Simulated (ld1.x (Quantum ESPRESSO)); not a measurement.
Rb (Z = 37): excitation energies, all-electron against TM

Rb (Z = 37), norm-conserving Troullier–Martins (Kleinman–Bylander form), made with ld1.x (Quantum ESPRESSO) 7.5 (PBE, scalar-relativistic). Core [Ar] 3d10, reference 4s2 4p6 5s1 5p0. Waves: 4s (bound): rc 1.50 bohr; 4p (bound): rc 2.00 bohr; 4d channel at -0.05 Ry: rc 1.70 bohr. Local part: the d channel. Core correction: Bessel-smoothed model core, default radius (core density twice the valence density).

Occupied shells without a wave of their own: 5s. They enter only through the test configuration that unscreens the potential, and ld1.x also counts them in the model core charge.

Energies are relative to the spin-unpolarised reference configuration 4s2 4p6 5s1 5p0; without spin polarisation the order of configurations can differ from experiment. The frozen-core shift is the all-electron ΔE with the core orbitals held at their reference shape minus the fully relaxed ΔE.

ld1.x takes every shell without a wave as core, so the model core holds the 5s electrons as well and exchange and correlation see them twice. This cancels in the reference configuration, but the file is broken for other ones, and its errors say nothing about a proper core correction.

| valence configuration | charge | ΔE all-electron (eV) | error AE − PS (meV) | frozen-core shift (meV) |
| --- | --- | --- | --- | --- |
| 4s2 4p6 5s0 5p0 | +1 | 4.154 | -103 | +0.1 |
| 4s2 4p6 5s0.5 5p0 | +0.5 | 1.578 | -20 | 0.0 |
| 4s2 4p6 5s0 5p1 | 0 | 1.520 | -7.6 | -0.1 |
| 4s1 4p6 5s1 5p0 | +1 | 37.735 | -46 | +16 |
| 4s2 4p5 5s1 5p0 | +1 | 21.140 | -41 | +7.2 |

Levels in the configuration 4s2 4p6 5s0 5p1:

| level | all-electron (eV) | pseudo (eV) |
| --- | --- | --- |
| 4s | -33.334 | -33.226 |
| 4p | -17.375 | -17.273 |
| 5p | -1.345 | -1.253 |

These tests converged, but a pseudo level misses the all-electron one widely, so the file describes the atom poorly there or has found another state: 4s2 4p6 5s0 5p0: empty 5p by 2.5 eV. A variational frozen-core shift is positive and of second order in the change. This column holds negative values, so the frozen-core run of ld1.x carries numerical noise or an error of first order here, and the column gives no more than the rough size of the effect.
